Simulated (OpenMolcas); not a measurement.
Systems:
- [CrCl5]3-, a model complex in vacuum: trigonal bipyramidal, Cr–Cl 2.44 Å; shape imposed, not necessarily the one it adopts

Method: state-averaged CASSCF on the open d shell with SC-NEVPT2, ANO basis sets as named, scalar-relativistic DKH2, RICD, in OpenMolcas. State energies are spin-free and vertical. Orbital splittings and repulsion parameters are fits to the integrals of the highest spin's CASSCF orbitals. Times are rough, from shared cores.

```csv
case,ground state,first state of the same spin (cm⁻¹),first state of another spin (cm⁻¹),Racah B (cm⁻¹),basis functions,relative time
ANO-RCC-VDZP,5A1',5E' 6530,3A2''(1) 14760,986,124,3
ANO-RCC-MB,5A1',5E' 8190,3A2''(1) 17070,906,63,1
ANO-RCC-VDZ,5A1',5E' 6600,3A2''(1) 16430,991,92,1
ANO-RCC-VTZP,5A1',5E' 6410,3A2''(1) 13590,996,229,20
```

No ligand orbital and no second metal shell is active in the minimal space. All energies are vertical, at one fixed geometry that need not be a minimum. Gaps under about 300 cm⁻¹ between spin-free states are not resolved by the perturbation step. Anions stand alone here, with no counter-ions or solvent.
